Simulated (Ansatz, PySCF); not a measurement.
Noncovalent pair: C2H6 (SMILES CC) (first 8 atoms) with CH6Si (SMILES C[SiH3]); geometry from B3LYP-D3(BJ)/def2-TZVP, rigid monomers moved along the line of their centres of mass till H5···Si10 is 3.03 Å.
(charge 0, multiplicity 1):
```xyz
16

C      0.8788     0.0867     0.4553
C     -0.5102     0.6818     0.2449
H      1.5568     0.3666    -0.3534
H      0.8417    -1.0033     0.4944
H      1.3262     0.4323     1.3894
H     -0.4775     1.7731     0.2272
H     -1.1953     0.3836     1.0403
H     -0.9429     0.3503    -0.7010
C     -0.4521     0.9262     3.8305
Si    -0.0883    -0.9100     3.7063
H      0.0635     1.3647     4.6869
H     -1.5222     1.1016     3.9553
H     -0.1267     1.4531     2.9327
H      1.3643    -1.1468     3.5256
H     -0.8058    -1.5126     2.5574
H     -0.5232    -1.6069     4.9418
```

Interaction energies are E(AB) − E(A) − E(B) at the monomers' geometry in the complex; basis-set methods are counterpoise corrected.

Correlated levels freeze the cores.

Programs: Ansatz (a program for electronic structure) with Gaussian orbitals; PySCF for the dispersion terms. Values without a source in brackets are computed.

PBE/def2-TZVPPD gives 1.14 kcal/mol for the interaction energy.

Question: Predict the shift from PBE, with its sign, for: PBE-D3(BJ)/def2-TZVPPD, r2SCAN/def2-TZVPPD, B3LYP/def2-TZVPPD, wB97M-V/def2-TZVPPD, MP2/aug-cc-pV(D+d)Z, CCSD(T)/aug-cc-pV(D+d)Z.

Answer: PBE-D3(BJ)/def2-TZVPPD -2.28; r2SCAN/def2-TZVPPD -1.19; B3LYP/def2-TZVPPD 1.41; wB97M-V/def2-TZVPPD -2.26; MP2/aug-cc-pV(D+d)Z -1.51; CCSD(T)/aug-cc-pV(D+d)Z -1.46 kcal/mol. 1 of 6 lie above PBE; the widest gap is to PBE-D3(BJ)/def2-TZVPPD.
